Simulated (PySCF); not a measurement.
**From computed data to an observable: oscillator strength and radiative lifetime**

selenium dioxide (O₂Se), SMILES O=[Se]=O.

The structure is a stationary point at ωB97X-D3(BJ)/def2-TZVP.

TDA-CAM-B3LYP/def2-SVPD run with PySCF 2.14.0 puts the first singlet state with f over 0.02 at 5.40 eV (vertical), with the transition dipole (0.000, 0.689, 0.000) in atomic units.

Problem. Find the oscillator strength, the wavelength and the radiative lifetime that this transition would have in vacuum if emission retraced absorption.

Solution. 
|μ|² = 0.4747 au, so |μ| = 1.75 D. ΔE = 5.40/27.211 = 0.1984 hartree. f = (2/3) ΔE |μ|² = 0.063 (the program prints 0.063).
λ = 1239.84/5.40 = 230 nm; ν = 43554 cm⁻¹.
Einstein's coefficient A = 0.6670 ν² f s⁻¹ (ν in cm⁻¹) = 7.9e7 s⁻¹, so τ = 1/A = 13 ns. This state is S3; the lower singlets have f = 0.005, 0.000. The figure is the radiative limit of this one transition; relaxation, internal conversion, crossing to triplets and a medium change what is measured.
